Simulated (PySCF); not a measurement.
## CaBr₂: one-bond stretch

Method: PySCF, PBE, basis Ca def2-TZVP, Br def2-TZVP (no relativity, density fitting).

Rigid scan from the singlet minimum (Ca–Br 2.615 Å (×2); Br–Ca–Br 180.0°). Coordinate: the bond from Ca to the last atom (Br) scaled, the rest fixed. Energies in kJ/mol from the minimum.

```
scale of one bond  E (kJ/mol)  dipole size (D)
             0.92        21.4             1.18
             0.96         4.7             0.59
             1.00         0.0             0.00
             1.05         5.6             0.73
             1.12        26.1             1.75
             1.20        58.4             2.88
             1.35       124.3             4.88
             1.55       202.4                –
             1.80       273.5                –
             2.20       336.4                –
```
